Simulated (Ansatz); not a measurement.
C$_{2}$H$_{7}$O$_{2}$ (SMILES OCC[OH2+]), charge +1, singlet, at a GFN2-xTB geometry; Ansatz (a program for electronic structure) with CCSD(T)/STO-3G.

Ansatz was given this input:
Ansatz 0.2 input:
```yaml
crystal:
  periodic: [false, false, false]
  atoms:
    - {symbol: O, position_ang: [0.94252506, -0.38730969, -0.86405071]}
    - {symbol: C, position_ang: [0.65499837, 0.80417512, -0.13431585]}
    - {symbol: C, position_ang: [-0.77264665, 0.57361480, 0.38757397]}
    - {symbol: O, position_ang: [-0.82302888, -0.85937668, 0.64821064]}
    - {symbol: H, position_ang: [1.88719062, -0.47366135, -1.03570169]}
    - {symbol: H, position_ang: [1.35686075, 0.92709107, 0.69543078]}
    - {symbol: H, position_ang: [0.69795534, 1.68283732, -0.78062733]}
    - {symbol: H, position_ang: [-0.96521261, 1.10967969, 1.31661985]}
    - {symbol: H, position_ang: [-1.51192339, 0.84950994, -0.36536526]}
    - {symbol: H, position_ang: [-0.03789511, -1.13539028, -0.01681437]}
    - {symbol: H, position_ang: [-1.67705524, -1.25331484, 0.39363000]}
basis:
  gaussian:
    orbitals: STO-3G
total_charge: 1
magnetization: {spin_polarized: false}
correlation: {method: ccsd_t, electrons: outside_noble_gas}
accuracy: high
```

### Question
Write the output that Ansatz gives for this input, abridged.

### Answer

```
Functional definition: HF
566 factors; integrals over basis functions are off by at most 4.5e-9 eV
mean field evaluation 1: about -6157.8489 eV, gradient 2.2e1 eV
mean field evaluation 2: about -6158.1131 eV, gradient 2.3e1 eV
mean field evaluation 4: about -6159.8577 eV, gradient 1.3e0 eV
mean field evaluation 8: about -6159.8653 eV, gradient 2.9e-2 eV
mean field evaluation 16: about -6159.4905 eV, gradient 5.7e0 eV
mean field -6159.86529666 eV, -226.3708743454 hartree, gradient 2.4e-8 eV, S^2 0.000000; 0 other end points of the search recorded, 0 dependent functions left out
4 core orbitals not correlated
reference -6159.86529666 eV, -226.3708743454 hartree; 13, 13 occupied and 10, 10 virtual orbitals, 566 factors
second order -5.17306916 eV of doubles, -0.00000000 eV of singles
cycle   1  -6.14900708 eV  change   -9.8e-1 eV  update   7.4e-2
cycle   2  -6.58703777 eV  change   -4.4e-1 eV  update   2.6e-2
cycle   3  -6.62860250 eV  change   -4.2e-2 eV  update   6.1e-3
cycle   4  -6.63380539 eV  change   -5.2e-3 eV  update   2.1e-3
cycle   5  -6.63352920 eV  change    2.8e-4 eV  update   5.4e-4
cycle   6  -6.63333716 eV  change    1.9e-4 eV  update   1.7e-4
cycle   7  -6.63324611 eV  change    9.1e-5 eV  update   6.4e-5
cycle   8  -6.63323861 eV  change    7.5e-6 eV  update   2.1e-5
cycle   9  -6.63324274 eV  change   -4.1e-6 eV  update   6.0e-6
cycle  10  -6.63324096 eV  change    1.8e-6 eV  update   2.1e-6
cycle  11  -6.63324065 eV  change    3.1e-7 eV  update   7.8e-7
cycle  12  -6.63324062 eV  change    3.6e-8 eV  update   2.8e-7
cycle  13  -6.63324084 eV  change   -2.3e-7 eV  update   8.9e-8
cycle  14  -6.63324093 eV  change   -9.1e-8 eV  update   3.9e-8
cycle  15  -6.63324095 eV  change   -1.4e-8 eV  update   2.2e-8
cycle  16  -6.63324081 eV  change    1.3e-7 eV  update   1.0e-7
cycle  17  -6.63324082 eV  change   -3.6e-9 eV  update   2.9e-8
cycle  18  -6.63324081 eV  change    8.1e-9 eV  update   8.4e-9
cycle  19  -6.63324081 eV  change    2.6e-9 eV  update   2.7e-9
cycle  20  -6.63324081 eV  change   9.2e-10 eV  update  8.7e-10
perturbative correction -0.08451013 eV, -0.0031056899 hartree
Total energy: -6166.58304759 eV, -226.6177471387 hartree
```
